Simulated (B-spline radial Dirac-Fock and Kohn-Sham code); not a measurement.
ΔSCF core binding energies without Breit or QED terms, calculated with a B-spline atomic structure program.

A sound run for atomic krypton, configuration [Ar] 3d10 4s2 4p6: The ground state converged in 11 iterations, with total energy -2788.86105 Ha, virial ratio 1.97342 and highest orbital energy -14.00 eV. ΔSCF binding energies: K (1s) 14359.0 eV, L3 (2p3/2) 1681.3 eV, M5 (3d5/2) 92.13 eV.

A second run, with one unsound setting: The ground state converged in 10 iterations, with total energy -2788.61319 Ha, virial ratio 1.97342 and highest orbital energy -14.00 eV. ΔSCF binding energies: K (1s) 14358.6 eV, L3 (2p3/2) 1681.5 eV, M5 (3d5/2) 92.31 eV.

```
iter   energy (Ha)        error
   1    -2788.14755821  1.31e+00
   2    -2788.53259612  9.57e-02
   3    -2788.60940010  2.42e-02
   4    -2788.61279943  9.75e-03
   5    -2788.61313146  2.20e-03
   6    -2788.61317980  6.55e-04
   7    -2788.61318516  1.03e-04
   8    -2788.61318544  1.17e-05
   9    -2788.61318544  1.47e-06
  10    -2788.61318544  4.56e-07
```

Question: Which fault fits the second run best?
A. spline order too low
B. overfilled shell
C. too few iterations
D. unbound anion

Answer: A. The input had order = 3: order is too low for an accurate radial basis.
